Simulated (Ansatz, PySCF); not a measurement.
Process, species as SMILES: C[SiH2]O[SiH2]C + 4 [H][H] (H2) -> 2 C (CH4) + O (H2O) + 2 [SiH4] (SiH4)
Each molecule is optimised on its own at B3LYP-D3(BJ)/def2-TZVP (Ansatz, a quantum-chemistry and plane-wave program), one conformer each, not searched for the lowest.
Geometry of the first species:
```xyz
15

C     -2.6212     1.0509     0.2830
Si    -1.5864    -0.4112    -0.2267
O     -0.0018    -0.0485    -0.0061
Si     1.5574    -0.5405    -0.1403
C      2.6789     0.8309     0.4338
H     -2.3768     1.9295    -0.3171
H     -3.6837     0.8335     0.1496
H     -2.4550     1.2983     1.3333
H     -1.9350    -1.6023     0.5878
H     -1.8202    -0.7395    -1.6555
H      1.7608    -1.7570     0.6859
H      1.8426    -0.8859    -1.5557
H      2.5373     1.7288    -0.1708
H      3.7259     0.5288     0.3528
H      2.4794     1.0867     1.4762
```
Charge 0, spin multiplicity 1.

Wanted: energy of full hydrogenation (enthalpy at 298 K, with B3LYP-D3(BJ) rigid-rotor harmonic-oscillator terms from PySCF), in kJ/mol. Cores are frozen in the correlated levels unless marked. No spin-orbit coupling. No relativistic terms. CBS marks a two-point X^-3 extrapolation of the correlation energy; Hartree-Fock from the larger set.

```json
[
 {"level": "r2SCAN-D3(BJ)/def2-TZVPD", "program": "Ansatz + dftd3", "energy of full hydrogenation (kJ/mol)": "162.1", "minus last row": "4.0"},
 {"level": "B3LYP-D4/def2-TZVPD", "program": "Ansatz + dftd4", "energy of full hydrogenation (kJ/mol)": "147.4", "minus last row": "-10.7"},
 {"level": "PBE0-D3(BJ)/def2-TZVP", "program": "Ansatz + dftd3", "energy of full hydrogenation (kJ/mol)": "142.9", "minus last row": "-15.2"},
 {"level": "r2SCANh/def2-TZVPD", "program": "Ansatz", "energy of full hydrogenation (kJ/mol)": "153.9", "minus last row": "-4.2"},
 {"level": "RPA@PBE/cc-pV(Q+d)Z", "program": "Ansatz", "energy of full hydrogenation (kJ/mol)": "144.5", "minus last row": "-13.6"},
 {"level": "MP2/aug-cc-pV(D+d)Z", "program": "Ansatz", "energy of full hydrogenation (kJ/mol)": "104.2", "minus last row": "-53.9"},
 {"level": "CCSD/aug-cc-pV(D+d)Z", "program": "Ansatz", "energy of full hydrogenation (kJ/mol)": "71.1", "minus last row": "-87.0"},
 {"level": "CCSD/cc-pV(T+d)Z", "program": "Ansatz", "energy of full hydrogenation (kJ/mol)": "138.1", "minus last row": "-20.0"},
 {"level": "CCSD/CBS(cc-pV(T+d)Z,cc-pV(Q+d)Z)", "program": "Ansatz", "energy of full hydrogenation (kJ/mol)": "147.0", "minus last row": "-11.1"},
 {"level": "CCSD(T)/CBS(cc-pV(T+d)Z,cc-pV(Q+d)Z)", "program": "Ansatz", "energy of full hydrogenation (kJ/mol)": "158.1", "minus last row": "0.0"}
]
```
